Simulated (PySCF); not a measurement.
**Shifts of the heteroatoms**

Atoms are numbered as in `[CH3:1][O:2][Si@@H:3]1[CH2:4][C:5]([C:6]([CH3:7])=[O:8])=[C:9]1[F:10]` (H(Xn): hydrogen on atom n). Ha(C4) is cis to O2 on the ring; Hb(C4) is trans to O2 on the ring.

[PySCF 2.14: shieldings: GIAO PBE0/pcSseg-1; coordinates at the GFN2-xTB level; isolated molecule; one computed conformer; relativity neglected; rapidly exchanging positions averaged]

Question: What are the ¹⁹F shifts?

Answer: 
```json
{"atoms": "F10", "environment": "vinylic fluorine", "σ (ppm)": "235.1", "δ (ppm)": "-66.1"}
```

Shieldings were converted by a linear fit to measured shifts: ¹⁹F: δ = 146.13 − 0.903σ +14.6 on sp3 carbon (rms 6.0 ppm, 223 shifts, 7.0 ppm with the 5 outliers that the fit left out vs CFCl3, solution or neat liquid). Occasional misses reach two or three times the rms, and more in compound classes unlike the fitted ones.

On a 500 MHz spectrometer ¹⁹F resonates near 470.5 MHz, so 1 ppm is 470.5 Hz.

Question: Predict the ²⁹Si NMR data.

Answer: 
```json
{"atoms": "Si3", "environment": "silicon bonded to 2 C, O, H, in a 4-membered ring", "σ (ppm)": "364.5", "δ (ppm)": "-19.7"}
```

Shieldings were converted by a linear fit to measured shifts: ²⁹Si: δ = 279.94 − 0.822σ (rms 8.9 ppm, 72 shifts, 25.8 ppm with the 6 outliers that the fit left out vs TMS, solution or neat liquid). A few per cent of atoms miss by over 2 rms, more outside the fitted compound classes.

On a 500 MHz spectrometer ²⁹Si resonates near 99.3 MHz, so 1 ppm is 99.3 Hz.

Question: Predict the ¹⁷O NMR data.

Answer: 
| atoms | environment | σ (ppm) | δ (ppm) |
| --- | --- | --- | --- |
| O8 | ketone oxygen | -347.6 | 583.4 |
| O2 | oxygen bonded to C, Si | 312.6 | -18.0 |

Shieldings were converted by a linear fit to measured shifts: ¹⁷O: δ = 266.70 − 0.911σ (rms 10.7 ppm, 155 shifts, 12.2 ppm with the 3 outliers that the fit left out vs liquid water, solution or neat liquid). A few per cent of atoms miss by over 2 rms, more outside the fitted compound classes.

On a 600 MHz spectrometer ¹⁷O resonates near 81.3 MHz, so 1 ppm is 81.3 Hz.
